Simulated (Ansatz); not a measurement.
The same path of AlClF₃H (6 atoms, charge 0, multiplicity 1) was run twice with different band settings. Lost on the way: F5–H6. Made: Cl2–H6.

Computed with RKS PBE-D4/cc-pVDZ in Ansatz 0.2.0.

Relaxed end points:

```xyz
6
Properties=species:S:1:pos:R:3
Al 0.010 -0.087 0.106
Cl 0.008 0.270 2.265
F 1.476 0.151 -0.704
F -1.473 0.070 -0.692
F 0.065 -2.003 0.683
H 0.060 -1.697 1.624
```

```xyz
6
Properties=species:S:1:pos:R:3
Al 0.017 -0.380 -0.107
Cl 0.016 0.010 2.333
F 1.474 0.243 -0.698
F -1.477 0.162 -0.687
F 0.065 -2.027 0.490
H 0.050 -1.304 1.949
```

Common settings: movable images 5; climbing image yes; spring 5.0 eV/Å²; start path through a guess of the saddle point; force threshold 0.05 eV/Å; iteration limit 60; end points relaxed.

| run | optimiser |
| --- | --- |
| 1 | quadratic models (default) |
| 2 | fire |

(1) What does each run give, and how far can it be trusted?

Answers

(1) Run 1: converged after 6 iterations, highest image 0.141 eV above the first end. The top lies less than 8 meV above the higher end, about what the thresholds resolve: that end is a shoulder or a very shallow well. A vibrational analysis at the climbing image gives one clearly imaginary mode, 140i cm⁻¹: a first-order saddle point.
Run 2: converged after 28 iterations, highest image 0.141 eV above the first end. The top lies less than 8 meV above the higher end, about what the thresholds resolve: that end is a shoulder or a very shallow well. Another band between the same ends (5 images) ends at a top of the same energy, where a vibrational analysis finds 1 clearly imaginary mode.
The orbitals stay closed-shell, which can raise the energy where a bond breaks towards radicals; this wasn't checked here.
